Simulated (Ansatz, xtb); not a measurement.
# Isomers of BFH4NSi+ in order of energy

12 gas-phase structures of BFH4NSi+, found in a search over its isomers (lower ones may exist). Each was relaxed with GFN2-xTB; where two conformers were screened, the lower at r2SCAN-D4/def2-SVP is listed:

A. `FB[NH+]=[SiH2]`, a singlet
B. `B[Si](=[NH2+])F`, a singlet
C. `FB=[NH+][SiH3]`, a singlet
D. `[NH2+]=[SiH]BF`, a singlet
E. `NB(F)[SiH2+]`, a singlet
F. `FB[NH2+][SiH]`, a singlet
G. `B[NH2+][Si]F`, a singlet
H. `B/[NH+]=[SiH]/F`, a singlet
I. `B/[NH+]=[SiH]\F`, a singlet
J. `B=[NH+][SiH2]F`, a singlet
K. `F[Si+]1[BH2-][NH2+]1`, a singlet
L. `NB[SiH+]F`, a singlet

**Question.** Which do you expect lowest at r2SCAN-D4/def2-SVP, and how would the others follow?

**Answer.** Calculated order at r2SCAN-D4/def2-SVP: A (0.0), C (31.7), J (48.1), I (61.7), H (62.7), E (77.0), L (79.7), D (91.4), G (104.7), F (112.7), B (140.5), K (183.4) kJ/mol. Less than 1 kcal/mol parts I and H; E and L, so the order within those pairs means little.

Energies above the lowest of each column, in kJ/mol; the last columns are at B3LYP-D3(BJ)/6-311G** geometries and were run for some of them only (a dash: not run or not comparable):

| structure | GFN2-xTB | HF/STO-3G | r2SCAN-D4/def2-SVP | B3LYP-D3(BJ)/6-311G** | CCSD(T)/def2-TZVP |
| --- | --- | --- | --- | --- | --- |
| A | 0.0 | 0.0 | 0.0 | 0.0 | 0.0 |
| C | 82.8 | 15.5 | 31.7 | 30.6 | 39.7 |
| J | 45.3 | 157.6 | 48.1 | 28.2 | 15.3 |
| I | 27.0 | 129.9 | 61.7 | 50.8 | – |
| H | 20.2 | 132.2 | 62.7 | – | – |
| E | 95.2 | 89.2 | 77.0 | – | – |
| L | 33.9 | 165.1 | 79.7 | – | – |
| D | 109.7 | 98.2 | 91.4 | – | – |
| G | 135.1 | 85.3 | 104.7 | – | – |
| F | 159.8 | 47.0 | 112.7 | – | – |
| B | 97.3 | 238.3 | 140.5 | – | – |
| K | 130.6 | 220.7 | 183.4 | – | – |

Every level run on A puts it lowest or level with the lowest. CCSD(T)/def2-TZVP orders those it was run on as A (0.0), J (15.3), C (39.7) kJ/mol. Some further structures that were screened fall inside this span and aren't listed. Flexible structures stand in one conformer each, not always the lowest. Frequencies (B3LYP-D3(BJ)/6-311G**) were run for A, C, J alone.

Over these structures GFN2-xTB departs from r2SCAN-D4/def2-SVP by 32.6 kJ/mol on average once a common shift is removed. A GFN2-xTB relaxation took about 0.054 s and the r2SCAN-D4/def2-SVP energy about 1.3 s on a shared host (Ansatz 0.2.0, xtb 6.7.1 (Pople sets with spherical d functions)).
